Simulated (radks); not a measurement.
Values are calculated unless marked as measured or tabulated.
Neutral iridium inside a hard spherical wall (all orbitals vanish at R), configuration held at [Xe] 4f14 5d7 6s2 and not refilled when levels cross. Level of theory: scalar-relativistic Kohn-Sham, PBE, spin-polarised, spherical densities, finite nucleus; open shells are filled with parallel spins first (spin-orbit coupling, left out, can overturn this in heavy ions); Fermi nuclear charge, rms radius 5.4032 fm (a radial shooting solver on a logarithmic mesh with Libxc functionals). Eigenvalues in eV for spin up, with the zero of energy where the potential of the charges vanishes at infinity; a dash marks a level that is unbound or too diffuse for the functional's potential to be trusted. A positive occupied level is held by the wall or, in an anion where self-interaction has pushed it up, behind a barrier. The pressure on the wall is -dE/dV.

R (bohr)  E (hartree)  kinetic (hartree)    e(4f)    e(5p)   e(5d)   e(6s)  e(6p, empty)  e(7s, empty)  pressure (GPa)
free      -17824.1531          19807.379  -62.224  -55.418  -7.946  -6.737        -1.361             -               0
20        -17824.1531          19807.379  -62.224  -55.418  -7.946  -6.737        -1.361             -        < 0.0001
12        -17824.1531          19807.379  -62.223  -55.417  -7.944  -6.736        -1.336         0.717        0.000243
8         -17824.1509          19807.401  -62.105  -55.299  -7.833  -6.634        -0.933         3.649           0.103
7         -17824.1452          19807.447  -61.893  -55.089  -7.639  -6.443        -0.451         6.085           0.491
3         -17821.8912          19817.167  -43.239  -38.879   8.579  18.900        36.402        109.06            1020
1.5       -17762.8331          20018.987   78.088   84.181  162.79  356.40        421.44        858.84          185000
